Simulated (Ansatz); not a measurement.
Stepwise reaction of `[Br][SbH][Br]` with water, as a gas-phase model of exchange steps in deposition or etching. ΔE in kJ/mol; ΔG adds harmonic PBE0-D4 terms to CCSD(T)/CBS, at 1 bar.

Program: Ansatz. Geometries: PBE0-D4/def2-TZVP. ΔE: electronic, gas phase. CCSD(T)/CBS is the MP2 limit (def2-TZVPP, def2-QZVPP) plus CCSD(T) − MP2 in def2-TZVPP, frozen cores. This one scheme is used for every species. DFT in def2-TZVPP. B3LYP here is the variant with VWN-RPA as its local correlation; programs differ in this. def2 core potentials past Kr. For Br, Sb outer-core shells are correlated without core-valence functions, which leaves a few kJ/mol of doubt a bond. Scalar relativity is left out up to krypton. Each species was taken in one conformer, which may not be the lowest.

| step | reaction | PBE-D4 | B3LYP-D4 | ωB97M-V | CCSD(T)/CBS | ΔG(500 K) |
| --- | --- | --- | --- | --- | --- | --- |
| 1 | `[Br][SbH][Br]` + H₂O → `[OH][SbH][Br]` + HBr | 71.5 | 72.6 | 69.4 | 74.1 | 69.0 |
| 2 | `[OH][SbH][Br]` + H₂O → `[OH][SbH][OH]` + HBr | 75.2 | 75.8 | 72.0 | 74.5 | 69.1 |

Task: By hand: ΔE of the 2 steps together at CCSD(T)/CBS.

Result: (74.1) + (74.5) = 148.6 kJ/mol, or 74.3 kJ/mol a step.

In ΔE the steps differ by no more than 0.4 kJ/mol. All are uphill at CCSD(T)/CBS. ΔG lies between 69.0 and 69.1 kJ/mol a step. PBE-D4 differs from CCSD(T)/CBS by -2.6 to 0.7 kJ/mol a step. Isolated molecules leave out the surface, adducts and barriers. Largest T1 diagnostic: 0.015.
